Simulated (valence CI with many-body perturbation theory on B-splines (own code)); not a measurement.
**Forbidden lines of Ho46+**

Calculated by relativistic CI+MBPT: three valence electrons over a frozen Dirac-Fock core [Ar], a basis of 9 s, 9 p, 10 d, 8 f, 5 g, 3 h, 1 i functions for each j, with the one-electron correlation potential Σ1, the two-electron term Σ2, the three-electron term Σ3, Breit, model QED; selected CI, second order for the rest (own B-spline code, finite nucleus).

The last digits are not significant, and no measured levels were compared; by estimate large intervals hold to a few tenths of a per cent, small ones and those within an open d or f shell to about a per cent. Only levels of the ground parity were solved; by the run's estimate the other parity begins above the list, which can be wrong where configurations are misplaced.

Lines 1 to 50 of 55 in falling wavelength, among levels below 163.66 eV, chosen from the decays that carry over 1 % of a level's rate. Wavelengths and rates use the calculated energies. Electric multipoles are in the length gauge, E1 and E2 with the static RPA response of the core. Weak lines are less certain than strong ones. Lines between different terms over intervals too small for the method are left out, as are lines whose strength nearly cancels. The highest levels of a list are the least certain. Branching is blank where the lifetime is uncertain.

Levels are named by their leading jj configuration (3d3/2^4 stands for four electrons in 3d with j = 3/2), which in mixed levels can hold well under half, so a name can repeat and another be missing. Letters in brackets count levels of one name in rising energy.

```tsv
λ vac (Å)	Upper	Lower	Type	A (s⁻¹)	Branch %
25310	(3d3/2^2 3d5/2) J=9/2	(3d3/2^2 3d5/2) J=7/2	M1	4.65e-01	
1436	(3d3/2^2 3d5/2) J=7/2	(3d3/2^2 3d5/2) J=5/2 [a]	M1	4.81e+03	98.8
595.9	(3d3/2 3d5/2^2) J=7/2 [b]	(3d3/2 3d5/2^2) J=7/2 [a]	M1	1.04e+04	2.2
588.9	(3d3/2^2 3d5/2) J=5/2 [b]	(3d3/2^2 3d5/2) J=7/2	M1	5.34e+03	4.6
520.5	(3d3/2^2 3d5/2) J=5/2 [b]	(3d3/2^2 3d5/2) J=3/2	M1	2.76e+04	23.8
488.8	(3d3/2 3d5/2^2) J=3/2 [a]	(3d3/2^2 3d5/2) J=5/2 [b]	M1	2.03e+04	1.1
474.8	(3d3/2 3d5/2^2) J=3/2 [b]	(3d3/2 3d5/2^2) J=1/2	M1	2.67e+04	2.6
473.4	(3d5/2^3) J=3/2	(3d3/2 3d5/2^2) J=3/2 [b]	M1	4.02e+04	2.2
432.9	(3d3/2 3d5/2^2) J=3/2 [b]	(3d3/2 3d5/2^2) J=3/2 [a]	M1	4.28e+04	4.2
417.6	(3d3/2^2 3d5/2) J=5/2 [b]	(3d3/2^2 3d5/2) J=5/2 [a]	M1	8.18e+03	7.0
410.8	(3d3/2 3d5/2^2) J=5/2 [a]	(3d3/2^2 3d5/2) J=5/2 [b]	M1	1.24e+05	14.0
354.7	(3d5/2^3) J=5/2	(3d3/2 3d5/2^2) J=3/2 [b]	M1	8.61e+04	3.5
338.9	(3d3/2 3d5/2^2) J=5/2 [b]	(3d3/2^2 3d5/2) J=5/2 [b]	M1	2.58e+05	44.1
328.4	(3d5/2^3) J=9/2	(3d3/2 3d5/2^2) J=11/2	M1	5.95e+04	3.4
327.4	(3d3/2 3d5/2^2) J=7/2 [b]	(3d3/2^2 3d5/2) J=5/2 [b]	M1	5.09e+04	10.8
325.3	(3d3/2 3d5/2^2) J=7/2 [a]	(3d3/2^2 3d5/2) J=7/2	M1	2.79e+05	19.2
320.3	(3d3/2^2 3d5/2) J=5/2 [a]	(3d3/2^3) J=3/2	M1	7.61e+05	100.0
299.6	(3d3/2 3d5/2^2) J=9/2	(3d3/2^2 3d5/2) J=9/2	M1	5.32e+05	63.0
296.1	(3d3/2 3d5/2^2) J=9/2	(3d3/2^2 3d5/2) J=7/2	M1	3.11e+05	36.9
284.2	(3d5/2^3) J=3/2	(3d3/2 3d5/2^2) J=5/2 [b]	M1	3.82e+04	2.1
278.1	(3d3/2^2 3d5/2) J=3/2	(3d3/2^3) J=3/2	M1	6.32e+05	99.8
277.9	(3d3/2 3d5/2^2) J=3/2 [a]	(3d3/2^2 3d5/2) J=1/2	M1	1.86e+05	10.2
267.2	(3d5/2^3) J=9/2	(3d3/2 3d5/2^2) J=9/2	M1	7.13e+05	40.3
265.2	(3d3/2 3d5/2^2) J=7/2 [a]	(3d3/2^2 3d5/2) J=5/2 [a]	M1	1.17e+06	80.7
263.0	(3d3/2 3d5/2^2) J=1/2	(3d3/2^2 3d5/2) J=1/2	M1	1.07e+06	94.0
261.9	(3d3/2^2 3d5/2) J=7/2	(3d3/2^3) J=3/2	E2	5.76e+01	1.2
252.3	(3d3/2^2 3d5/2) J=1/2	(3d3/2^3) J=3/2	M1	2.36e+05	99.4
252.1	(3d3/2 3d5/2^2) J=3/2 [a]	(3d3/2^2 3d5/2) J=3/2	M1	1.08e+06	59.6
247.9	(3d5/2^3) J=3/2	(3d3/2 3d5/2^2) J=5/2 [a]	M1	6.56e+05	35.2
247.9	(3d3/2 3d5/2^2) J=11/2	(3d3/2^2 3d5/2) J=9/2	M1	3.47e+05	99.5
247.2	(3d5/2^3) J=9/2	(3d3/2 3d5/2^2) J=7/2 [a]	M1	9.84e+05	55.7
242.6	(3d5/2^3) J=5/2	(3d3/2 3d5/2^2) J=7/2 [b]	M1	2.49e+05	10.2
242.0	(3d3/2 3d5/2^2) J=5/2 [a]	(3d3/2^2 3d5/2) J=7/2	M1	5.81e+04	6.6
239.8	(3d3/2 3d5/2^2) J=1/2	(3d3/2^2 3d5/2) J=3/2	M1	6.16e+04	5.4
237.0	(3d5/2^3) J=3/2	(3d3/2 3d5/2^2) J=1/2	M1	4.32e+05	23.2
236.7	(3d5/2^3) J=5/2	(3d3/2 3d5/2^2) J=5/2 [b]	M1	4.48e+05	18.4
229.6	(3d3/2 3d5/2^2) J=5/2 [a]	(3d3/2^2 3d5/2) J=3/2	M1	5.90e+05	66.6
229.6	(3d3/2 3d5/2^2) J=3/2 [b]	(3d3/2^2 3d5/2) J=5/2 [b]	M1	6.18e+05	60.3
226.1	(3d5/2^3) J=3/2	(3d3/2 3d5/2^2) J=3/2 [a]	M1	6.79e+05	36.5
225.2	(3d3/2 3d5/2^2) J=3/2 [a]	(3d3/2^2 3d5/2) J=5/2 [a]	M1	5.15e+05	28.4
215.1	(3d3/2 3d5/2^2) J=5/2 [b]	(3d3/2^2 3d5/2) J=7/2	M1	2.88e+05	49.3
212.2	(3d3/2 3d5/2^2) J=7/2 [b]	(3d3/2^2 3d5/2) J=9/2	M1	1.78e+05	37.8
210.9	(3d5/2^3) J=5/2	(3d3/2 3d5/2^2) J=5/2 [a]	M1	5.26e+05	21.6
210.4	(3d3/2 3d5/2^2) J=7/2 [b]	(3d3/2^2 3d5/2) J=7/2	M1	1.82e+05	38.6
207.1	(3d3/2 3d5/2^2) J=5/2 [a]	(3d3/2^2 3d5/2) J=5/2 [a]	M1	1.02e+05	11.5
205.3	(3d3/2 3d5/2^2) J=5/2 [b]	(3d3/2^2 3d5/2) J=3/2	M1	6.39e+03	1.1
195.0	(3d5/2^3) J=5/2	(3d3/2 3d5/2^2) J=3/2 [a]	M1	7.15e+05	29.3
187.1	(3d3/2 3d5/2^2) J=5/2 [b]	(3d3/2^2 3d5/2) J=5/2 [a]	M1	2.21e+04	3.8
183.5	(3d3/2 3d5/2^2) J=7/2 [b]	(3d3/2^2 3d5/2) J=5/2 [a]	M1	4.64e+04	9.9
181.3	(3d3/2^2 3d5/2) J=5/2 [b]	(3d3/2^3) J=3/2	M1	7.48e+04	64.4
```
